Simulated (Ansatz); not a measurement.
Consider the atomization: `Cl[C]1=[CH][GeH2][AlH]1` → Al• + 2 C• + Cl• + Ge• + 4 H•.

Calculated with Ansatz (gas phase, PBE0-D4/def2-TZVP geometries, no zero-point term in ΔE). CCSD(T)/CBS is the MP2 limit (def2-TZVPP, def2-QZVPP) plus CCSD(T) − MP2 in def2-TZVPP, frozen cores. This one scheme is used for every species, atoms too. For atomizations the MP2-based limit and the directly extrapolated one differ by several kJ/mol either way, and by 10 to 25 for some Ge, Se and Sn compounds, so smaller differences from it don't rank the levels. Open shells (•) are unrestricted, without spin–orbit coupling. Spin–orbit coupling would lower the free atoms: a little for Al, C, Cl; clearly for Ge. For Ge outer-core shells are correlated without core-valence functions, so the limit isn't a true one: a few kJ/mol of doubt a bond, and 10 to 20 or more in all where bonds break to atoms. Scalar relativity is left out up to krypton.

```csv
species,SCS-MP2/def2-QZVPP energy (Eh)
`Cl[C]1=[CH][GeH2][AlH]1`,-2856.00588
Al•,-241.92436
C•,-37.76798
Cl•,-459.66734
Ge•,-2075.75714
H•,-0.49998
```

(1) Work out ΔE.

Largest T1 diagnostic among the species: 0.018.

Results:

(1) ΔE = 4 × (-0.49998) + 2 × (-37.76798) + (-241.92436) + (-459.66734) + (-2075.75714) − (-2856.00588) = 1.12116 Eh = +703.5 kcal/mol. CCSD(T)/CBS gives +703.9 kcal/mol.

From BLYP to BHLYP (50 % exact exchange), in def2-TZVPP and without D4, ΔE moves by −12.5 kcal/mol: exact exchange takes away binding that semilocal exchange gives to molecules. Leaving LDA and LC-ωPBE aside and taking each functional with its dispersion term where it has one, the values, not all of them listed here, spread over 41.6 kcal/mol, from BHLYP-D4 to PBE-D4. LDA lies +100.0 kcal/mol from PBE without D4, its usual overbinding. In def2-TZVPP, CCSD(T) changes the Hartree–Fock value by +187.3 kcal/mol (the triples alone add +15.3 kcal/mol) and MP2 by +201.7 kcal/mol; breaking electron pairs costs correlation energy, which Hartree–Fock lacks.
